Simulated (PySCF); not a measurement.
The vertical singlet excitations below were computed for one of the candidates. The calculation used PySCF 2.14.0, density-fitted response routines, TDDFT B3LYP/def2-SVPD, vertical, gas phase, core orbitals frozen in the response. Geometries: PBE0-D3(BJ)/def2-SVP, one conformer each.

```csv
state,ν̃ (cm⁻¹),f,"main configurations (H = HOMO, L = LUMO)"
S1,39230,0.018,"H→L+1 (49%), H→L (46%)"
S2,42810,0.153,"H→L+1 (48%), H→L (44%)"
S3,45200,0.014,"H→L+2 (59%), H→L+3 (34%)"
S4,46440,0.013,"H→L+3 (59%), H→L+2 (30%)"
S5,47740,0.0020,"H-2→L+1 (40%), H-2→L (27%), H-1→L+1 (12%)"
S6,48860,0.0039,H→L+4 (87%)
```

Question: Which candidate is it?
A. `C1[C@H]2[C@@H](CC1)CCC2`
B. `Cc1ccsc1C`
C. `C=CSCC#CC`

Answer: C. Its S1, at 4.86 eV, is the lowest among the candidates; the nearest of the others has S1 at 5.40 eV. S1 is HOMO→LUMO+1 (49%), HOMO→LUMO (46%). Löwdin shares by element: HOMO sulfur 50%, carbon 42% or more; LUMO carbon 61% or more, sulfur 18% (atoms not listed hold the other 21%). At the same level the other candidates give, for their lowest levels:
- `Cc1ccsc1C`: 5.40 eV (f 0.042); 5.44 eV (f 0.055); 5.69 eV (f 0.066); 5.83 eV (f 0.013); 5.89 eV (f 0.001); HOMO -6.17, LUMO -0.39 eV
- `C1C[C@H]2CCC[C@H]2C1`: 7.96 eV (f 0.009); 8.03 eV (f 0.000); 8.08 eV (f 0.013); 8.21 eV (f 0.007); 8.33 eV (f 0.001); T1 7.73 eV; HOMO -8.39, LUMO 0.48 eV

Shape of the structure used: `[CH2:1]=[CH:2][S:3][CH2:4][C:5]#[C:6][CH3:7]`: C1–C2–S3–C4 157°, C2–S3–C4–C5 59°.
Triplets come from the Tamm–Dancoff approximation.
